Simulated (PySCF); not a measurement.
Two species compared at the same levels of theory.

First species: Si(vinyl)3(OSiMe3), C9H18OSi2.
SMILES: `C=C[Si](C=C)(C=C)O[Si](C)(C)C`

Second species: C7H12NP.
SMILES: `C=CCP(C)CCC#N`

Levels: B3LYP/def2-SVPD for HOMO energy, LUMO energy, HOMO–LUMO gap and static isotropic polarisability; TDDFT B3LYP/def2-SVPD for lowest singlet excitation; TDA B3LYP/def2-SVPD for lowest triplet excitation (Tamm–Dancoff). Geometries: PBE0-D3(BJ)/def2-SVP. Each structure is a single optimised conformer of the isolated species, non-relativistic unless stated; the electronic structure was computed with PySCF and density fitting.

Dipoles, sizes and rotational constants follow the conformer. The torsions of the flexible species, by atom-mapped SMILES:
- `[CH2:1]=[CH:2][CH2:3][P:4]([CH3:5])[CH2:6][CH2:7][C:8]#[N:9]`: C1–C2–C3–P4 -113°, C2–C3–P4–C5 176°, C3–P4–C6–C7 -177°, P4–C6–C7–C8 180°

```tsv
property	column X	column Y
HOMO energy	-7.37 eV	-6.75 eV
LUMO energy	-0.95 eV	-0.45 eV
HOMO–LUMO gap	6.42 eV	6.30 eV
lowest singlet excitation	5.60 eV	5.46 eV
lowest triplet excitation (Tamm–Dancoff)	4.15 eV	4.31 eV
static isotropic polarisability	161.4 au	117.6 au
```

Which column belongs to which species?

Column X is the first species and column Y the second. The first has 30 atoms and 108 electrons, the second 21 and 76.

How does each property change from the first species to the second?

HOMO energy +0.62 eV; LUMO energy +0.50 eV; HOMO–LUMO gap -0.12 eV; lowest singlet excitation -0.14 eV; lowest triplet excitation (Tamm–Dancoff) +0.16 eV; static isotropic polarisability -43.8 au.

On the first: The 10 singlets span 5.60 to 6.54 eV, and their oscillator strengths add up to 0.25. No computed singlet falls in the visible range (750 to 380 nm, 1.65 to 3.26 eV); S1 lies 2.34 eV above its blue end.

On the second: No computed singlet falls in the visible range (750 to 380 nm, 1.65 to 3.26 eV); S1 lies 2.20 eV above its blue end. S1 lies 0.84 eV below the HOMO–LUMO gap; its leading configuration is HOMO→LUMO, weight 0.98.
